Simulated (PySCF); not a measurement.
PySCF input for BCl2, SMILES Cl[B]Cl, multiplicity 2, B3LYP/pcH-1. Coordinates come from a PBE0-D3(BJ)/def2-TZVP optimisation. The isomer is the one that the SMILES or the coordinates give; other isomers of the formula were not compared.

```python
import numpy as np
from pyscf import gto, scf, dft
from pyscf.prop.hfc import uks as hfc
from pyscf.prop.gtensor import uks as gtensor

mol = gto.M(
    atom='''
    Cl    0.00000000   -1.52813121    0.10114480
    B     0.00000000    0.00000000   -0.68778461
    Cl    0.00000000    1.52813121    0.10114480
    ''',
    basis='pcH-1',
    charge=0,
    spin=1,
    max_memory=1600,
    verbose=3,
)
mf = dft.UKS(mol, xc='b3lyp')
mf.grids.level = 3
mf.conv_tol = 1e-10
mf.max_cycle = 100
mf.kernel()
fine, coarse = mf.grids, dft.Grids(mol).set(level=1).build(with_non0tab=True)
for _ in range(3):  # follow internal instabilities
    mf.grids = coarse
    mo, _, stable, _ = mf.stability(return_status=True, nroots=4)
    mf.grids = fine
    if stable:
        break
    mf.kernel(mf.make_rdm1(mo, mf.mo_occ))
A = hfc.HFC(mf).make_fcdip(mf.make_rdm1())  # Fermi contact and dipolar terms, MHz
print('atom   A(iso)/MHz   principal dipolar parts/MHz')
for i, a in enumerate(A):
    w = np.linalg.eigvalsh((a + a.T) / 2)
    print(f'{mol.atom_symbol(i):2s}{i + 1:3d} {w.mean():12.2f}', (w - w.mean()).round(2))
gt = gtensor.GTensor(mf)
gt.dia_soc2e, gt.para_soc2e, gt.so_eff_charge = None, None, True
gt.max_cycle_cphf = 60
g = gt.kernel()
```

Log of the run:

```

WARN: HOMO -0.160044874829523 >= LUMO -0.16004487482953

converged SCF energy = -945.258563119717  <S^2> = 0.75220132  2S+1 = 2.0022001
<class 'pyscf.dft.uks.UKS'> wavefunction is stable in the internal stability analysis
atom   A(iso)/MHz   principal dipolar parts/MHz
Cl  1        52.01 [-23.55 -19.2   42.75]
B   2       713.52 [-37.21 -32.22  69.42]
Cl  3        52.01 [-23.55 -19.2   42.75]
SOC(1e)/OZ [ 0.00486957 -0.01907052 -0.00247527]
free electron g 2.00231930436182
g-tensor total [2.00700524 1.98318717 1.99972039]
g-shift (ppt) [  4.68593428 -19.1321338   -2.59891491]
```

The calculation finished and met its thresholds.

Cost: very roughly 50 core-seconds.
